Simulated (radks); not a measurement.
Question: All-electron atom: Re in [Xe] 4f14 5d5 6s2. All-electron calculation, scalar-relativistic Kohn-Sham, PBEsol, spin-polarised, spherical densities, finite nucleus; open shells are filled with parallel spins first (spin-orbit coupling, left out, can overturn this in heavy ions); Fermi nuclear charge, rms radius 5.3698 fm. Program: a radial shooting solver on a logarithmic mesh with Libxc functionals. Some entries of the table are withheld. Estimate them.

orbital  occ.  eigenvalue (Ry)  <r> (bohr)  <1/r> (bohr^-1)
1s down     1        -5263.219     0.01804            88.69
1s up       1        -5263.219     0.01804            88.69
2s up       1        -912.6075     0.07625            20.75
2s down     1        -912.5906     0.07624            20.75
2p up       3        -796.7333     0.06835            18.75
2p down     3        -796.7196     0.06835            18.75
3s up       1        -211.2451      0.1975            7.688
3s down     1        -211.2392      0.1975            7.688
3p up       3        -177.0624      0.1979            7.084
3p down     3        -177.0558      0.1979            7.084
3d up       5        -138.2314      0.1793            6.689
3d down     5        -138.2198      0.1793            6.689
4s up       1        -44.03620      0.4407            3.274
4s down     1        -44.02067      0.4407            3.274
4p up       3        -32.81807      0.4687            2.971
4p down     3        -32.80326      0.4687            2.971
4d up       5        -18.72897      0.5002            2.647
4d down     5        -18.71122      0.5000            2.648
5s up       1         -6.30247       1.039            1.289
5s down     1         -6.15641       1.031            1.301
5p up       3         -3.51511       1.213            1.084
5p down     3         -3.32388       1.202            1.097
4f up       7         -3.09467      0.5827            2.159
4f down     7         -3.06048      0.5784            2.168
6s up       1         -0.48602         (1)           0.4266
5d up       5              (2)       1.897           0.6947
6s down     1         -0.35548         (3)           0.3883
5d down     0              (4)       2.041           0.6668

Answer: 
(1) 6s up <r> (bohr): 2.978
(2) 5d up eigenvalue (Ry): -0.47276
(3) 6s down <r> (bohr): 3.254
(4) 5d down eigenvalue (Ry): -0.25407
